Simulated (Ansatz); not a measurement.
Reactions of CH₄BFOS, SMILES `CSB(O)F`.

Gas-phase electronic energies from Ansatz, PBE0-D4/def2-TZVP geometries. CCSD(T)/CBS is the MP2 limit (def2-TZVPP, def2-QZVPP) plus CCSD(T) − MP2 in def2-TZVPP, frozen cores. This one scheme is used for every species, atoms too. DFT in def2-TZVPP. No spin–orbit coupling; open shells (•) take unrestricted orbitals. Spin–orbit coupling would lower the free atoms: a little for B, C, F, O, S. Bonds to Ge are less sure, by a few kJ/mol each and by 10 to 20 or more in all where they break to atoms, as the def2 sets lack core-valence functions. Scalar relativity is left out up to krypton. One conformer a species, not always the lowest.

```csv
reaction,MP2/CBS(def2) (kcal/mol),PBE0-D4 (kcal/mol),CCSD(T)/CBS(def2) (kcal/mol)
`CSB(O)F` + `C=N` → `C=NB(O)F` + CH₃SH,2.0,1.3,1.6
`CSB(O)F` + `CNC` → `CN(C)B(O)F` + CH₃SH,-8.9,-8.6,-9.5
`CSB(O)F` + SiH₄ → `CSB(F)[SiH3]` + H₂O,35.4,33.7,34.5
`CSB(O)F` → `FBOCS`,36.7,35.4,34.9
`CSB(O)F` → `OCB(F)S`,44.4,41.4,42.4
`CSB(O)F` + `[NH2][AlH2]` → `OB(F)[NH][AlH2]` + CH₃SH,-7.8,-7.9,-8.6
`CSB(O)F` + `[GeH3][C]1=CO1` → `OB(F)C1=CO1` + `C[S][GeH3]`,-2.7,-5.8,-3.4
`CSB(O)F` → B• + C• + F• + 4 H• + O• + S•,897.8,876.4,873.2
`CSB(O)F` + `CF` → `CSB(O)CF` + H–F,33.5,33.8,33.9
```

Largest T1 diagnostic: 0.022, for `OB(F)C1=CO1`.
